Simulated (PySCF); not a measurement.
C6H10FO (doublet state).
Numbering: `[CH2:1][CH2:2][O:3][CH2:4][C@H:5]([F:6])[CH:7]=[CH2:8]` (hydrogens: H9, H10 on C1; H11, H12 on C2; H13, H14 on C4; H15 on C5; H16 on C7; H17, H18 on C8)

Structure used (GFN2-xTB), in Å, numbered top down from 1:
```
atom  x, y, z in Å
C1     2.958    0.908    1.334
C2     2.209    0.300    0.229
O3     0.915   -0.062    0.650
C4     0.163   -0.702   -0.346
C5    -1.234   -0.990    0.221
F6    -1.864   -1.879   -0.626
C7    -2.028    0.270    0.380
C8    -3.173    0.517   -0.226
H9     3.961    1.244    1.169
H10    2.502    1.000    2.296
H11    2.740   -0.594   -0.162
H12    2.141    0.999   -0.633
H13    0.631   -1.655   -0.642
H14    0.074   -0.069   -1.243
H15   -1.125   -1.501    1.187
H16   -1.554    0.983    1.038
H17   -3.699    1.445   -0.085
H18   -3.629   -0.207   -0.881
```

The hyperfine couplings belong to this conformer and change with its torsions.

Computed with PySCF, UKS B3LYP, pcH-1 on C F H O, non-relativistic, mean-field spin-orbit, GIAO. Isolated species at its GFN2-xTB geometry (one conformer only). The geometry wasn't refined by DFT: couplings that depend on bond lengths, twists or pyramidal angles can differ widely from those at the functional's own minimum. Stability of the SCF solution: not tested.

Q: Break the g tensor into its mass correction, gauge correction and orbital-Zeeman/spin–orbit terms.

A: 
| Δg (ppm) | 1 | 2 | 3 |
| --- | --- | --- | --- |
| relativistic mass correction | -132 | -132 | -132 |
| gauge correction | 2 | 32 | 14 |
| orbital Zeeman/spin–orbit | 1 | 518 | 703 |
| total | -129 | 418 | 584 |

So g = 2.00219, 2.00274, 2.00290 and g_iso = 2.00261; the tensor is rhombic: the two nearest values differ by 23 % of g3 − g1. Axes: g2 points within 15° of the C1–C2 bond and g3 points within 15° of the C1–H9 bond.

Q: At 9.565 GHz, how far is the centre of the isotropic spectrum from where a free electron (g = 2.002319) resonates?

A: B = hν/(g μB) with μB/h = 13.99624 MHz/mT gives 341.30 mT for the free electron and 341.25 mT at g_iso, 0.05 mT lower.

Q: What effective moment and Curie constant follow for a powder?

A: With the mean of g² = 4.0104 and S(S+1) = 0.75: μ_eff = √(⟨g²⟩S(S+1)) = 1.734 μB and χT = 0.12505·⟨g²⟩·S(S+1) = 0.376 cm³ K/mol (cgs; spin-Hamiltonian part alone).

Q: In a frozen sample, at which fields do the three g values resonate at 9.5, 34, 94 and 263 GHz (hyperfine left aside), and which band first spreads them over more than twice a line width of 0.5 mT?

A: 
```csv
band,GHz,B(g3) mT,B(g2) mT,B(g1) mT,spread mT
X,9.5,338.88,338.91,339.01,0.12
Q,34.0,1212.85,1212.95,1213.28,0.43
W,94.0,3353.18,3353.45,3354.37,1.19
J,263.0,9381.76,9382.53,9385.10,3.34
```

The spread grows in proportion to the frequency. W band is the first where it exceeds 1.0 mT.

The largest Mulliken spin populations are on C1 (+1.08) and C2 (-0.09). No atom but C1 exceeds +0.15. The positive populations add up to 1.18 and the negative ones to -0.18, together 2S = 1. The angles at C1 add up to 360.0°, so it is planar; its axial dipolar tensor and the negative couplings of its protons fit spin in a p orbital normal to that plane.

The HOMO–LUMO gaps are 5.90 eV among the α and 5.62 eV among the β orbitals.

Time: 83 s of wall time (with the writing of density and orbital grids); peak memory 0.96 GiB. Hardware: an Arm Neoverse V1 with one thread, shared host.
